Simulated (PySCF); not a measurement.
From one molecule to another.

First species: ClH₉Si₄.
SMILES: `[SiH3][SiH]([SiH3])[SiH2]Cl`

Second species: C3H8F2N (charge +1).
InChI=1S/C3H7F2N/c1-6-2-3(4)5/h3,6H,2H2,1H3/p+1

Levels: CAM-B3LYP/def2-SVPD for HOMO energy, LUMO energy, HOMO–LUMO gap, static isotropic polarisability and electronic spatial extent ⟨r²⟩ about the centre of nuclear charge; TDDFT CAM-B3LYP/def2-SVPD for lowest singlet excitation; TDA CAM-B3LYP/def2-SVPD for lowest triplet excitation (Tamm–Dancoff); GFN2-xTB for rotational constant A and rotational constant C. Geometries: GFN2-xTB. Each structure is a single optimised conformer of the isolated species, non-relativistic unless stated. Electronic properties by PySCF.

Dipoles, sizes and rotational constants follow the conformer. The torsions of the flexible species, by atom-mapped SMILES:
- `[SiH3:1][SiH:2]([SiH3:3])[SiH2:4][Cl:5]`: Si1–Si2–Si4–Cl5 -2°
- `[CH3:1][NH2+:2][CH2:3][CH:4]([F:5])[F:6]`: C1–N2–C3–C4 180°, N2–C3–C4–F5 -58°

| property | column X | column Y |
| --- | --- | --- |
| HOMO energy | -16.42 eV | -9.39 eV |
| LUMO energy | -3.89 eV | -0.05 eV |
| HOMO–LUMO gap | 12.53 eV | 9.34 eV |
| lowest singlet excitation | 9.42 eV | 6.06 eV |
| lowest triplet excitation (Tamm–Dancoff) | 9.22 eV | 5.53 eV |
| static isotropic polarisability | 43.7 au | 130.6 au |
| electronic spatial extent ⟨r²⟩ about the centre of nuclear charge | 660 bohr² | 1802 bohr² |
| rotational constant A | 6.677 GHz | 1.736 GHz |
| rotational constant C | 1.869 GHz | 0.632 GHz |

Which column belongs to which species?

Column X is the second species and column Y the first. The first has 14 atoms and 82 electrons, the second 14 and 50; their charges are 0 and +1, their HOMO energies -9.39 eV and -16.42 eV.

How does each property change from the first species to the second?

HOMO energy -7.03 eV; LUMO energy -3.84 eV; HOMO–LUMO gap +3.19 eV; lowest singlet excitation +3.36 eV; lowest triplet excitation (Tamm–Dancoff) +3.69 eV; static isotropic polarisability -86.9 au; electronic spatial extent ⟨r²⟩ about the centre of nuclear charge -1142 bohr²; rotational constant A +4.941 GHz; rotational constant C +1.237 GHz.

On the first: The principal polarisabilities are 106.1, 137.8 and 147.9 au; their mean is the isotropic value. In wavenumbers S1 is 48900 cm⁻¹ (1 eV = 8065.54 cm⁻¹).

On the second: S1 lies 3.11 eV below the HOMO–LUMO gap; its leading configuration is HOMO→LUMO, weight 0.91. No computed singlet falls in the visible range (750 to 380 nm, 1.65 to 3.26 eV); S1 lies 6.16 eV above its blue end.
